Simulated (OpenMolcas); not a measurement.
## Ru3+: ligand-field states by method

Ru3+ with 4 ligands (oxide) in tetrahedral coordination (Td) at 1.83 Å. A charge of +1.25 e stands 2.6 Å behind each ligand. Ligand basis ANO-RCC-VDZP.
```
Ru    0.0000    0.0000    0.0000
O     1.0566    1.0566    1.0566
O     1.0566   -1.0566   -1.0566
O    -1.0566    1.0566   -1.0566
O    -1.0566   -1.0566    1.0566
```

| Quantity | Value |
| --- | --- |
| Program | OpenMolcas 26.06 |
| Basis | ANO-RCC-VDZP [6s5p3d1f] |
| Scalar Hamiltonian | DKH2, point nucleus |
| Active space | 5 electrons in 5 orbitals (4d) |
| State averaging | 2S+1 = 6 even, 1 root; 2S+1 = 4 even, 24 roots; 2S+1 = 2 even, 75 roots |
| Spin-orbit coupling | state interaction with AMFI integrals over the reference wave functions |

I. CASSCF
II. SS-CASPT2, IPEA 0.25 Eh, imaginary shift 0.1 Eh (closed shells correlated: 4s 4p and the ligand valence shells)

Spin-free states (labels of Td) in cm-1, each column counted from its own energy of the first state listed:

```tsv
State	Degeneracy	I	II
6A1	1	0	0
2S+1 = 4	3	12648	7360
2T2	3	14404	8310
2S+1 = 4	3	16126	10130
2A2	1	20757	12370
2S+1 = 4	1	21117	14740
4E	2	21211	14570
2S+1 = 4	3	22030	14110
2S+1 = 2	3	22271	14560
2E	2	23522	14750
2S+1 = 2	3	23589	15180
4E	2	26401	17920
2S+1 = 2	3	28594	18760
2A1	1	28877	19880
2S+1 = 4	3	29586	20970
2S+1 = 2	3	29861	20210
2E	2	30656	20560
```

From I to II, I's first state of another spin (2S+1 = 4) moves from 12648 to 7360 cm-1, by about -5300 cm-1.

χT at 300 K: I 4.35, II 4.29 cm3 K/mol.

Roots that are degenerate in the reference are averaged as groups; the widest CASPT2 spread within a group is 420 cm-1 (the 3-fold group of multiplicity 4 near 7360 cm-1 above the lowest state of its run, II). Shifts and gaps below about the spread of the groups concerned are not significant. Over all roots computed the reference weight is 0.67 to 0.70 in II; a low but even weight reflects the number of correlated electrons. The least metal-like active orbital is 77 % on the metal (Löwdin) and no ligand orbital is active, so the numbers are rough. The oxide ions are held by bare point charges, a crude embedding. Ligand-to-metal charge-transfer states are missing. With no ligand orbital active B as a rule stays too high, so bands that hang on it stand too high and its fall with covalency is understated. Without dynamic correlation the repulsion within the d shell is too large (B by tens of per cent), so at a given field states of lower spin stand too high (holds for I). With metal d orbitals alone the field can be off either way by tens of per cent (holds for I). These CASPT2 states fit no ligand-field parameters well, so their order and spin gaps are uncertain (holds for II). With one d shell and no ligand orbital active, 10Dq can be off by a tenth or more (holds for II). The distance lies 5 % under the 1.93 Å that this model takes as the normal distance (a Shannon-type radius plus a fixed donor radius); by an R⁻⁵ law this alone changes a d-shell field by about +30 %. No measured value stands beside these numbers; the geometry is a model, was not optimised and need not be the one that this ion takes.
